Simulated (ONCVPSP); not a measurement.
## hydrogen ONCV: all-electron and pseudo phase curves

* Element: H (Z = 1)
* Generator: ONCVPSP 4.0.1
* Type: optimised norm-conserving Vanderbilt (ONCV)
* Functional: PBE
* Relativity: scalar-relativistic
* Frozen core: none
* Valence charge: 1
* Reference configuration: 1s0.75 (charge +0.25)
* Partial waves: 1s: rc 0.85 bohr, ncon 3, nbas 7, qcut 9.7 1/bohr, 1 projector; p scattering state at 0.37 Ha: rc 0.70 bohr, ncon 4, nbas 8, qcut 14.2 1/bohr, 2 projectors, debl 0.8 Ha
* Local potential: polynomial inside 0.45 bohr (lpopt 1, dvloc0 6 Ha)
* Core correction: none

The phase is arctan(r·R′/R) of the radial function R(r), unwrapped; energies in Ha, scanned from -2 to 5 Ha. A pole is an energy at which the radial function vanishes at the test radius. The pseudo phase is shifted by a multiple of π to meet the all-electron one at the reference energy, and phase errors are pseudo minus all-electron; the curves can meet again beyond the range given. Levels narrower than the energy grid can be missing from the lists of poles.

```
channel  radius (bohr)  reference energy (Ha)  poles, all-electron  poles, pseudo  unbroken range about the reference energy with phases within 0.05 rad  phase error 1 Ha above the reference energy (rad)
      s           0.86                  -0.35                 3.77           3.81                                                        the whole range                                             +0.000
      p           0.71                   0.37                 none           none                                                        the whole range                                             -0.000
```

Phases in the p channel:

```csv
E (Ha),all-electron,pseudo
-1.98,0.820,0.820
-1.80,0.802,0.802
-1.62,0.784,0.784
-1.44,0.765,0.765
-1.26,0.745,0.745
-1.08,0.725,0.725
-0.90,0.703,0.703
-0.72,0.680,0.680
-0.54,0.655,0.655
-0.36,0.630,0.630
-0.18,0.603,0.603
0.00,0.575,0.575
0.18,0.546,0.545
0.36,0.514,0.514
0.54,0.482,0.482
0.72,0.448,0.448
0.90,0.412,0.412
1.08,0.374,0.374
1.26,0.335,0.335
1.44,0.294,0.294
1.62,0.252,0.252
1.80,0.208,0.208
1.98,0.162,0.162
2.16,0.115,0.115
2.34,0.067,0.067
2.52,0.018,0.018
2.70,-0.032,-0.032
2.88,-0.083,-0.083
3.06,-0.134,-0.134
3.24,-0.186,-0.186
3.42,-0.237,-0.237
3.60,-0.288,-0.288
3.78,-0.338,-0.338
3.96,-0.387,-0.387
4.14,-0.435,-0.435
4.32,-0.482,-0.482
4.50,-0.528,-0.528
4.68,-0.572,-0.572
4.86,-0.615,-0.615
```
